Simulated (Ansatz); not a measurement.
Consider the ligand exchange at the Si–C bond: `OC([SiH3])([SiH3])S` + `[OH][Ga]([F])[F]` → `[F][Ga]([F])[O][SiH3]` + `OC([SiH3])S`.

Isolated molecules relaxed with PBE0-D4/def2-TZVP in Ansatz; ΔE leaves out vibrations. CCSD(T)/CBS is the MP2 limit (def2-TZVPP, def2-QZVPP) plus CCSD(T) − MP2 in def2-TZVPP, frozen cores. DFT in def2-TZVPP. B3LYP here is the variant with VWN-RPA as its local correlation; programs differ in this. For Ga outer-core shells are correlated without core-valence functions, which leaves a few kJ/mol of doubt a bond. Scalar relativity is left out up to krypton. One conformer a species, not always the lowest.

`OC([SiH3])([SiH3])S`:

Cartesian coordinates in Å:
```
O 0.394 -1.601 -0.532
C 0.043 -0.401 0.148
Si 1.554 0.761 0.212
Si -1.389 0.386 -0.815
S -0.490 -0.668 1.858
H 0.986 -2.107 0.036
H 1.245 2.028 0.920
H 1.970 1.046 -1.184
H 2.648 0.038 0.915
H -2.591 -0.474 -0.649
H -1.043 0.499 -2.255
H -1.645 1.736 -0.255
H -1.682 -1.243 1.601
```

`[OH][Ga]([F])[F]`:

Z-matrix (Å, degrees):
```
Ga
O 1 1.757
F 1 1.738 2 122.0
F 1 1.728 2 120.8 3 -180.0
H 2 0.961 1 112.9 3 -0.0
```

`[F][Ga]([F])[O][SiH3]`:

```xyz
8

F    -1.602    0.229   -2.126
Ga   -0.289   -0.752   -1.559
F     0.260   -2.020   -2.596
O     0.459   -0.485   -0.007
Si    0.318    0.531    1.278
H    -1.057    0.474    1.839
H     0.614    1.929    0.867
H     1.296    0.094    2.304
```

`OC([SiH3])S`:

Z-matrix (Å, degrees):
```
C
Si 1 1.905
S 1 1.793 2 107.2
O 1 1.419 2 112.4 3 120.8
H 1 1.097 2 109.0 3 -116.0
H 2 1.485 1 110.6 3 75.2
H 2 1.484 1 110.0 3 -47.3
H 2 1.490 1 106.7 3 -165.9
H 3 1.345 1 97.6 2 -162.5
H 4 0.963 1 108.2 2 56.1
```

| level | ΔE (kcal/mol) |
| --- | --- |
| B3LYP-D4 | -21.6 |
| PBE | -18.4 |

**Question.** What does CCSD(T)/CBS give? (Best estimate.)

**Answer.** Computed: -21.5 kcal/mol. The listed levels differ from it by -0.1, 3.1 kcal/mol.

Largest T1 diagnostic among the species: 0.015.

In def2-TZVPP, CCSD(T) changes the Hartree–Fock value by +9.4 kcal/mol (the triples alone add +1.6 kcal/mol) and MP2 by +10.0 kcal/mol. From PBE to PBE0 (25 % exact exchange), in def2-TZVPP and without D4, ΔE moves by −2.2 kcal/mol. The D4 term adds +2.6 kcal/mol with B3LYP and +1.4 kcal/mol with PBE0; it sums over pairs of atoms, weighted by their polarisabilities, and B3LYP, whose exchange is more repulsive, gets the larger term.
